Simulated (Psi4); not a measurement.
lithium hydride (HLi), singlet, geometry from GFN2-xTB (such geometries of metal compounds can be far from the true shape); HF/def2-SVP run with Psi4.

Psi4 was given this input:
```
memory 2 GB

molecule {
0 1
  Li   -0.00000000   -0.00000000   -0.34356182
  H     0.00000000    0.00000000    1.03068545
}

set basis def2-svp
set scf_initial_accelerator ediis

energy('scf')
print_variables()
```

It wrote (shortened):

```
   => Loading Basis Set <=

    Name: DEF2-SVP
    Role: ORBITAL
    Keyword: BASIS

         ---------------------------------------------------------
                                   SCF
               by Justin Turney, Rob Parrish, Andy Simmonett
                          and Daniel G. A. Smith
                              RHF Reference
         ---------------------------------------------------------

  ==> Geometry <==

    Molecular point group: c2v
    Full point group: C_inf_v

    Geometry (in Angstrom), charge = 0, multiplicity = 1:

       Center              X                  Y                   Z               Mass
    ------------   -----------------  -----------------  -----------------  -----------------
         LI           0.000000000000     0.000000000000    -0.172610968014     7.016003436600
         H            0.000000000000     0.000000000000     1.201636301986     1.007825032230

  Running in c2v symmetry.

  Rotational constants: A = ************  B =     10.12916  C =     10.12916 [cm^-1]
  Rotational constants: A = ************  B = 303664.57810  C = 303664.57810 [MHz]
  Nuclear repulsion =    1.155200862803970

  Charge       = 0
  Multiplicity = 1
  Electrons    = 4
  Nalpha       = 2
  Nbeta        = 2

  ==> Algorithm <==

  SCF Algorithm Type is DF.
  DIIS enabled.
  MOM disabled.
  Fractional occupation disabled.
  Guess Type is SAD.
  Energy threshold   = 1.00e-06
  Density threshold  = 1.00e-06
  Integral threshold = 1.00e-12

  ==> Primary Basis <==

  Basis Set: DEF2-SVP
    Blend: DEF2-SVP
    Number of shells: 8
    Number of basis functions: 14
    Number of Cartesian functions: 14
    Spherical Harmonics?: true
    Max angular momentum: 1

   => Loading Basis Set <=

    Name: (DEF2-SVP AUX)
    Role: JKFIT
    Keyword: DF_BASIS_SCF

  ==> Integral Setup <==

  SCF_SUBTYPE=INCORE selected. In-core MEM_DF algorithm will be used.
  Using in-core AOs.

  ==> MemDFJK: Density-Fitted J/K Matrices <==

    J tasked:                   Yes
    K tasked:                   Yes
    wK tasked:                   No
    Algorithm:                 Core
    Schwarz Cutoff:           1E-12
    Mask sparsity (%):       0.0000
    Fitting Condition:        1E-10

   => Auxiliary Basis Set <=

  Basis Set: (DEF2-SVP AUX)
    Blend: DEF2-UNIVERSAL-JKFIT
    Number of shells: 23
    Number of basis functions: 69
    Number of Cartesian functions: 80
    Spherical Harmonics?: true
    Max angular momentum: 3

  Minimum eigenvalue in the overlap matrix is 3.8519784674E-02.
  Reciprocal condition number of the overlap matrix is 1.2640456794E-02.
    Using symmetric orthogonalization.

  ==> Pre-Iterations <==

  SCF Guess: Superposition of Atomic Densities via on-the-fly atomic UHF (no occupation information).

   -------------------------
    Irrep   Nso     Nmo
   -------------------------
     A1         8       8
     A2         0       0
     B1         3       3
     B2         3       3
   -------------------------
    Total      14      14
   -------------------------

  ==> Iterations <==

                           Total Energy        Delta E     RMS |[F,P]|

   @DF-RHF iter SAD:    -7.69500869679274   -7.69501e+00   0.00000e+00
   @DF-RHF iter   1:    -7.95841866050690   -2.63410e-01   1.12119e-02 DIIS/EDIIS
   @DF-RHF iter   2:    -7.96918214928802   -1.07635e-02   1.55036e-03 DIIS/EDIIS
   @DF-RHF iter   3:    -7.96963001849187   -4.47869e-04   3.88173e-04 DIIS/EDIIS
   @DF-RHF iter   4:    -7.96967513398784   -4.51155e-05   9.32073e-05 DIIS
   @DF-RHF iter   5:    -7.96967860998005   -3.47599e-06   1.65891e-05 DIIS
   @DF-RHF iter   6:    -7.96967870204930   -9.20693e-08   1.13289e-06 DIIS
   @DF-RHF iter   7:    -7.96967870240813   -3.58825e-10   1.45484e-07 DIIS
  Energy and wave function converged.

  ==> Post-Iterations <==

    Orbital Energies [Eh]
    ---------------------

    Doubly Occupied:

       1A1    -2.422642     2A1    -0.308615

    Virtual:

       3A1     0.017076     4A1     0.106710     1B2     0.123216
       1B1     0.123216     5A1     0.255071     6A1     0.640712
       2B1     0.729587     2B2     0.729587     7A1     1.068849
       3B2     1.836840     3B1     1.836840     8A1     2.082322

    Final Occupation by Irrep:
             A1    A2    B1    B2
    DOCC [     2,    0,    0,    0 ]
    NA   [     2,    0,    0,    0 ]
    NB   [     2,    0,    0,    0 ]

  @DF-RHF Final Energy:    -7.96967870240813

   => Energetics <=

    Nuclear Repulsion Energy =              1.1552008628039698
    One-Electron Energy =                 -12.7872438877113019
    Two-Electron Energy =                   3.6623643224992062
    Total Energy =                         -7.9696787024081264

Computation Completed

Properties will be evaluated at   0.000000,   0.000000,   0.000000 [a0]

Properties computed using the SCF density matrix

 Multipole Moments:

 ------------------------------------------------------------------------------------
     Multipole            Electronic (a.u.)      Nuclear  (a.u.)        Total (a.u.)
 ------------------------------------------------------------------------------------

 L = 1.  Multiply by 2.5417464519 to convert [e a0] to [Debye]
 Dipole X            :          0.0000000            0.0000000            0.0000000
 Dipole Y            :          0.0000000            0.0000000            0.0000000
 Dipole Z            :         -3.4480471            1.2922011           -2.1558459
 Magnitude           :                                                    2.1558459

 ------------------------------------------------------------------------------------

  Variable Map:
  ----------------------------------------------------------------------------
  "CURRENT ENERGY"           =>      -7.969678702408
  "CURRENT REFERENCE ENERGY" =>      -7.969678702408
  "DD SOLVATION ENERGY"      =>       0.000000000000
  "HF KINETIC ENERGY"        =>       8.103362107701
  "HF POTENTIAL ENERGY"      =>     -16.073040810109
  "HF TOTAL ENERGY"          =>      -7.969678702408
  "HF VIRIAL RATIO"          =>       1.983502723497
  "NUCLEAR REPULSION ENERGY" =>       1.155200862804
  "ONE-ELECTRON ENERGY"      =>     -12.787243887711
  "PCM POLARIZATION ENERGY"  =>       0.000000000000
  "PE ENERGY"                =>       0.000000000000
  "SCF ITERATION ENERGY"     =>      -7.969678702408
  "SCF ITERATIONS"           =>       7.000000000000
  "SCF TOTAL ENERGY"         =>      -7.969678702408
  "TWO-ELECTRON ENERGY"      =>       3.662364322499

  Array Variable Map:
  ----------------------------------------------------------------------------
  "CURRENT DIPOLE"           =>       0.000000000000 ... -2.155845917861 1 by 3
  "SCF DIPOLE"               =>       0.000000000000 ... -2.155845917861 1 by 3
  "SCF TOTAL ENERGIES"       =>      -7.695008696793 ... -7.969678702408 1 by 8
```
